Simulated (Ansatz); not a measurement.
Spectroscopic constants of MgB, multiplicity 4 (an upper state: multiplicity 2 came lower at CCSD(T)/def2-TZVPP on PBE0 minima). The T1 diagnostic near the minimum is 0.048, so single-reference values are doubtful.

Seven points along R, fitted to fifth degree in 1/R; most abundant isotopes. Runs in def2 and cc sets follow the lowest solution found near the PBE0 minimum.

Codes used: Ansatz (an electronic-structure program). Each number belongs to the level named beside it.

```json
[
 {"level": "PBE/def2-TZVPP", "r_e (Å)": "2.102", "ω_e (cm⁻¹)": "574", "α_e (cm⁻¹)": "0.0045", "ω_e x_e (cm⁻¹)": "3.7", "D_e (eV)": "0.13", "dipole (D)": "3.83"},
 {"level": "PBE0/def2-TZVPP", "r_e (Å)": "2.096", "ω_e (cm⁻¹)": "580", "α_e (cm⁻¹)": "0.0045", "ω_e x_e (cm⁻¹)": "3.6", "D_e (eV)": "0.00", "dipole (D)": "3.90"},
 {"level": "CCSD/def2-TZVPP", "r_e (Å)": "2.114", "ω_e (cm⁻¹)": "562", "α_e (cm⁻¹)": "0.0043", "ω_e x_e (cm⁻¹)": "3.2", "D_e (eV)": "-0.53", "dipole (D)": "-"},
 {"level": "CCSD(T)/def2-TZVPP", "r_e (Å)": "2.115", "ω_e (cm⁻¹)": "561", "α_e (cm⁻¹)": "0.0044", "ω_e x_e (cm⁻¹)": "3.3", "D_e (eV)": "-0.44", "dipole (D)": "-"}
]
```

D_e counts from each atom's lowest state at the same level, without counterpoise or zero-point energy.

Correlated levels freeze the inner cores; with def2 sets outer-core shells near the valence are correlated too.

Doubts at one or more of the structures used: T1 above 0.05 (CCSD/def2-TZVPP, CCSD(T)/def2-TZVPP); a spin-contaminated determinant (CCSD/def2-TZVPP, CCSD(T)/def2-TZVPP).
